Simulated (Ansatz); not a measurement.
H$_{5}$BN (SMILES B[NH3+]), charge +1, singlet, at a GFN2-xTB geometry; Ansatz (a first-principles code) with SVWN5/def2-SVP.

The Ansatz input:
Ansatz 0.2 input:
```yaml
crystal:
  periodic: [false, false, false]
  atoms:
    - {symbol: B, position_ang: [0.88263881, 0.09284034, -0.00737737]}
    - {symbol: N, position_ang: [-0.61601020, -0.06784319, -0.00947475]}
    - {symbol: H, position_ang: [1.53748945, -0.85254254, 0.17141440]}
    - {symbol: H, position_ang: [1.32021174, 1.16097305, -0.15667069]}
    - {symbol: H, position_ang: [-0.93054469, 0.07651970, 0.96132550]}
    - {symbol: H, position_ang: [-0.92796378, -1.00605227, -0.28786176]}
    - {symbol: H, position_ang: [-1.10031533, 0.63180265, -0.58499732]}
basis:
  gaussian:
    orbitals: def2-SVP
hamiltonian:
  xc: {name: SVWN5}
total_charge: 1
```

**Question.** Predict the main parts of the log of this Ansatz run.

**Answer.** 
```
Functional definition: SVWN5
616 factors; their error is unknown
mean field evaluation 1: about -2204.2289 eV, gradient 8.1e1 eV
mean field evaluation 2: about -2188.2302 eV, gradient 1.1e2 eV
mean field evaluation 4: about -2217.2858 eV, gradient 2.7e0 eV
mean field evaluation 8: about -2217.2871 eV, gradient 3.8e-2 eV
mean field -2217.28711004 eV, -81.4837983627 hartree, gradient 3.9e-5 eV, S^2 0.000000; 0 other end points of the search recorded, 0 dependent functions left out
reference -2217.28713630 eV, -81.4837993278 hartree; 8, 8 occupied and 45, 45 virtual orbitals, 616 factors
Total energy: -2217.28713630 eV, -81.4837993278 hartree
```
